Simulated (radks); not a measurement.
Task: The osmium ion Os13+, 63 electrons, occupied as [Kr] 4d10 4f13 5s2 5p2. Calculated with a radial shooting solver on a logarithmic mesh with Libxc functionals: Dirac Kohn-Sham, BLYP, spin-unpolarised, spherical densities, finite nucleus; open shells fill j = l - 1/2 first; Fermi nuclear charge, rms radius 5.4126 fm.

Spin-orbit splittings of the eigenvalues, e(l+1/2) - e(l-1/2), with zeta = 2 splitting/(2l+1) and mean radii in bohr:

shell  occ.  splitting (eV)  zeta (eV)  <r> j=l-1/2  <r> j=l+1/2
2p        6            1532       1021      0.06129      0.06948
3p        6           334.2      222.8       0.1834       0.1985
3d       10           72.45      28.98       0.1733       0.1780
4p        6           79.35      52.90       0.4338       0.4665
4d       10           14.86      5.944       0.4772       0.4879
4f       13           3.056     0.8730       0.5198       0.5257
5p        2               ?          ?       0.9727        1.032

Estimate the 5p splitting.

Result: 17.34 eV (zeta = 11.56 eV).
